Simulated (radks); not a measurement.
Eu3+, configuration [Xe] 4f4 6s2 (not the ground configuration).

All-electron calculation, Dirac Kohn-Sham, PBEsol, spin-unpolarised, spherical densities, finite nucleus; open shells are shared between the two j in proportion to 2j + 1; Fermi nuclear charge, rms radius 5.1115 fm. Program: a radial shooting solver on a logarithmic mesh with Libxc functionals.

Energy parts (hartree):
| part | energy |
|---|---|
| total | -10844.7035 |
| kinetic | 11790.6613 |
| electron-nucleus | -26498.4075 |
| Hartree | 4100.1321 |
| exchange-correlation | -237.0894 |

Orbitals (lengths in bohr, moments of r in powers of bohr; r(90%) holds 90 % of the orbital's charge):
| orbital | occ. | eigenvalue (hartree) | <r> | r(90%) | <1/r> | <r^2> | small-component weight |
|---|---|---|---|---|---|---|---|
| 1s1/2 | 2 | -1776.726 | 0.02233 | 0.0404 | 70.19 | 0.0006797 | 5.49e-02 |
| 2s1/2 | 2 | -293.3941 | 0.09463 | 0.147 | 16.71 | 0.01063 | 1.21e-02 |
| 2p1/2 | 2 | -278.4855 | 0.07909 | 0.130 | 16.70 | 0.007730 | 1.22e-02 |
| 2p3/2 | 4 | -254.6943 | 0.08583 | 0.139 | 14.82 | 0.008969 | 1.13e-02 |
| 3s1/2 | 2 | -66.28865 | 0.2493 | 0.366 | 6.082 | 0.07116 | 3.81e-03 |
| 3p1/2 | 2 | -59.84410 | 0.2389 | 0.359 | 5.998 | 0.06640 | 3.75e-03 |
| 3p3/2 | 4 | -54.99738 | 0.2518 | 0.377 | 5.524 | 0.07354 | 3.51e-03 |
| 3d3/2 | 4 | -43.82446 | 0.2237 | 0.349 | 5.400 | 0.05893 | 3.39e-03 |
| 3d5/2 | 6 | -42.77045 | 0.2277 | 0.355 | 5.282 | 0.06093 | 3.32e-03 |
| 4s1/2 | 2 | -14.81818 | 0.5630 | 0.808 | 2.555 | 0.3578 | 1.22e-03 |
| 4p1/2 | 2 | -12.32007 | 0.5750 | 0.836 | 2.452 | 0.3761 | 1.15e-03 |
| 4p3/2 | 4 | -11.22793 | 0.6034 | 0.876 | 2.293 | 0.4138 | 1.07e-03 |
| 4d3/2 | 4 | -7.10121 | 0.6373 | 0.954 | 2.084 | 0.4702 | 9.11e-04 |
| 4d5/2 | 6 | -6.90175 | 0.6470 | 0.969 | 2.045 | 0.4845 | 8.89e-04 |
| 4f5/2 | 1.71429 | -2.02395 | 0.7820 | 1.29 | 1.606 | 0.7563 | 5.75e-04 |
| 4f7/2 | 2.28571 | -1.99478 | 0.7887 | 1.30 | 1.592 | 0.7695 | 5.68e-04 |
| 5s1/2 | 2 | -3.19418 | 1.292 | 1.84 | 1.039 | 1.870 | 2.98e-04 |
| 5p1/2 | 2 | -2.44611 | 1.411 | 2.03 | 0.9414 | 2.241 | 2.51e-04 |
| 5p3/2 | 4 | -2.26157 | 1.483 | 2.14 | 0.8872 | 2.474 | 2.30e-04 |
| 6s1/2 | 2 | -0.98708 | 2.902 | 4.08 | 0.4445 | 9.346 | 7.13e-05 |

The highest occupied level is 6s1/2 at -26.860 eV. Summed over all electrons, <r^2> = 49.02 bohr^2, which gives a Langevin (diamagnetic) susceptibility term of -38.8 x 10^-6 cm^3/mol. The density falls to 0.001 e/bohr^3 at r = 4.31 bohr. The electron density at the nucleus is 5.786e+05 e/bohr^3.
